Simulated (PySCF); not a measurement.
C5H14AlN.
SMILES: `C[CH2][Al@@H-]([NH3+])[CH]1CC1`

The closed-shell SCF was solved with PySCF and density fitting under several settings on one GFN2-xTB geometry (grid level 2 and gas phase unless stated).

```tsv
settings	basis functions	SCF cycles	E (Eh)	HOMO (eV)	LUMO (eV)	dipole (D)
PBE0/pcSseg-1	196	13	-495.6678	-6.43	0.16	4.82
PBE0/def2-SVPD	256	13	-495.4699	-6.42	-0.38	4.66
PBE0/pcseg-1, grid level 3	172	13	-495.6455	-6.44	0.10	4.80
```

Question: Estimate the rows for these settings: (1) LC-wPBE/MINI, fitting basis def2-universal-jkfit; (2) BLYP/cc-pVDZ, IEF-PCM cyclohexane, start guess sap.

Answer: 
| settings | basis functions | SCF cycles | E (Eh) | HOMO (eV) | LUMO (eV) | dipole (D) |
| --- | --- | --- | --- | --- | --- | --- |
| LC-wPBE/MINI, fitting basis def2-universal-jkfit | 53 | 9 | -492.4970 | -10.94 | 2.94 | 5.84 |
| BLYP/cc-pVDZ, IEF-PCM cyclohexane, start guess sap | 172 | 16 | -495.9642 | -4.89 | -0.02 | 5.25 |

Question: Over all rows, what range does the HOMO–LUMO gap span?

Answer: From 4.87 eV (BLYP/cc-pVDZ, IEF-PCM cyclohexane, start guess sap) to 13.88 eV (LC-wPBE/MINI, fitting basis def2-universal-jkfit). The functional of the narrowest has no exact exchange, that of the widest range-separated exact exchange.

Question: Compare two rows with the functional PBE0: PBE0/pcSseg-1 and PBE0/pcseg-1, grid level 3. Which energy is lower, and by how much?

Answer: PBE0/pcSseg-1 (196 functions) lies 0.0223 Eh or 14 kcal/mol below PBE0/pcseg-1, grid level 3 (172 functions).

Whole jobs, the steps after the SCF included, on one thread of an Arm Neoverse N1, on a shared host:

```
                                          settings                                                 work after the SCF  wall time  peak memory
                                     PBE0/pcSseg-1    shieldings, ring-centre shieldings, charges and field gradients       51 s     0.87 GiB
                                    PBE0/def2-SVPD  6 singlets by full TDDFT, 2 Tamm–Dancoff triplets, polarisability       82 s      1.1 GiB
                        PBE0/pcseg-1, grid level 3                          25 singlets by full TDDFT, polarisability       82 s     0.83 GiB
  LC-wPBE/MINI, fitting basis def2-universal-jkfit    shieldings, ring-centre shieldings, charges and field gradients       19 s     0.48 GiB
BLYP/cc-pVDZ, IEF-PCM cyclohexane, start guess sap  3 singlets by full TDDFT, 5 Tamm–Dancoff triplets, polarisability       57 s     0.92 GiB
```

Cycle counts include a coarse-grid stage where the run had one. One conformer (not necessarily the lowest) at the GFN2-xTB geometry, without vibrations or thermal averaging.

Shape of the structure used: `[CH3:1][CH2:2][Al@@H-:3]([NH3+:4])[CH:5]1[CH2:6][CH2:7]1`: C1–C2–Al3–N4 91°, C2–Al3–C5–C6 112°.
